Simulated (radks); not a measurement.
Q: Coherent X-ray form factor from a spherical all-electron density. All-electron calculation, Dirac Kohn-Sham, PBEsol, spin-unpolarised, spherical densities, finite nucleus; Fermi nuclear charge, rms radius of each element as measured or else 0.836 A^(1/3) + 0.57 fm. Program: a radial shooting solver on a logarithmic mesh with Libxc functionals.

sin(theta)/lambda (1/angstrom)  f0 (electrons)
0.05                                    27.851
0.1                                     27.411
0.15                                    26.705
0.2                                     25.766
0.25                                    24.640
0.3                                     23.374
0.4                                     20.620
0.5                                     17.849
0.6                                     15.303
0.8                                     11.318
1                                        8.798
1.25                                     7.049
1.5                                      6.075
2                                        4.765

The species is in the configuration that NIST lists as its ground one. Which atom or ion scatters so?

A: The selenium ion Se6+, [Ar] 3d10. Extrapolating in s^2 from the first two rows gives f0(0) = 28.0, near the electron count 28; among species with that count, the fall with angle is slower the higher Z, and the table is that of Z = 34; from so few rows the species is fixed only to a neighbour or two.
